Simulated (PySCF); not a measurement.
The multiplicity is imposed and other spin states were not computed.

**[Cd(NH2)(Cl)] (charge 0, multiplicity 1)**

All values below come from TPSSh-D3(BJ)/def2-TZVP // PBE-D3(BJ)/def2-SVP in PySCF 2.14.0.

- HOMO = -6.76 eV
- dipole moment = 2.77 D
- LUMO = -1.84 eV
- HOMO–LUMO gap = 4.92 eV
- charge on the central atom (Mulliken) = 0.75 e
- total energy = -683.9565 Ha
- cost = around 70 core-seconds (rough)

```xyz
5

Cd    -0.0376    -0.0078     0.0420
N      1.1622    -0.9975     1.3440
H      0.5795    -1.4228     2.0820
H      1.7539    -0.3141     1.8422
Cl    -1.3039     0.9689    -1.6104
```
